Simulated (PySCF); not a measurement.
## Computed vibrations of [Yb(CO)]2+

[Yb(CO)]2+ (singlet). PySCF 2.14.0, RKS PBE0, Yb def2-SVP with ECP28, C def2-SVP, O def2-SVP; non-relativistic Hamiltonian with scalar-relativistic core potentials where named; density fitting; no spin-orbit coupling. Central differences of gradients.

```xyz
3

Yb    0.0000    0.0000   -0.4560
C     0.0000    0.0000    2.1963
O     0.0000    0.0000    3.3106
```

Run from Python with OMP_NUM_THREADS=2. Where DIIS fails, smearing, a level shift and second-order steps follow.
It took 31 s on 2 threads of Arm Neoverse V1 (shared host).

(1) What are the harmonic wavenumbers and infrared intensities?

(2) Is this a minimum?

## Answers

(1) Modes are labelled in C∞v; negative numbers are unstable modes, those under 60 cm⁻¹ near the noise; a finer grid moves soft modes by up to 10 cm⁻¹.
```
cm⁻¹  km/mol  symmetry
 197     5.4        σ+
 234     0.0         π
 234     0.0         π
2396    14.6        σ+
```

(2) Yes. Ideal gas at 298.15 K and 1 bar: S = 275.3 J/(mol K), Cp = 51.8 J/(mol K), H − H(0 K) = 12.8 kJ/mol (rigid rotor, harmonic modes, spin degeneracy alone).
